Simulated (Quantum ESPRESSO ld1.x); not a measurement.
Question: Neutral holmium, 67 electrons, occupied as [Kr] 4d10 4f13 5p6 6s2 (not the ground configuration). All-electron calculation, Dirac Kohn-Sham, PBE, spin-unpolarised, spherical densities, point nucleus; open shells are shared between the two j in proportion to 2j + 1. Program: ld1.x of Quantum ESPRESSO 7.5.

Spin-orbit splittings of the eigenvalues, e(l+1/2) - e(l-1/2), with zeta = 2 splitting/(2l+1) and mean radii in bohr:

| shell | occ. | splitting (eV) | zeta (eV) | <r> j=l-1/2 | <r> j=l+1/2 |
|---|---|---|---|---|---|
| 2p | 6 | 857.2 | 571.4 | 0.07290 | 0.08006 |
| 3p | 6 | 179.1 | 119.4 | 0.2191 | 0.2326 |
| 3d | 10 | 39.15 | 15.66 | 0.2053 | 0.2095 |
| 4p | 6 | ? | ? | 0.5299 | 0.5613 |
| 4d | 10 | 7.195 | 2.878 | 0.5934 | 0.6047 |
| 4f | 13 | 0.8925 | 0.2550 | 0.9167 | 0.9582 |
| 5p | 6 | 4.925 | 3.284 | 1.453 | 1.562 |

Estimate the 4p splitting.

Answer: 39.88 eV (zeta = 26.59 eV).
